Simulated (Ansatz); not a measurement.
Consider the isomerisation: `FC1C=CC1(F)F` → `CC#CC(F)(F)F`.

Computed with Ansatz on PBE0-D4/def2-TZVP structures; ΔE is electronic, products minus reactants. CCSD(T)/CBS is the MP2 limit (def2-TZVPP, def2-QZVPP) plus CCSD(T) − MP2 in def2-TZVPP, frozen cores. Functionals use def2-TZVPP.

```json
{"species": "`FC1C=CC1(F)F`", "r2SCAN energy (Eh)": "-453.67542"}
{"species": "`CC#CC(F)(F)F`", "r2SCAN energy (Eh)": "-453.68240"}
```

Question: Work out ΔE.

Answer: ΔE = (-453.68240) − (-453.67542) = -0.00698 Eh = -4.4 kcal/mol. CCSD(T)/CBS gives -3.1 kcal/mol.

Largest T1 diagnostic among the species: 0.012.

At CCSD(T), def2-SVP lies −4.9 kcal/mol from the extrapolated value and def2-TZVPP −1.4 kcal/mol. From PBE to PBE0 (25 % exact exchange), in def2-TZVPP and without D4, ΔE moves by +1.5 kcal/mol.
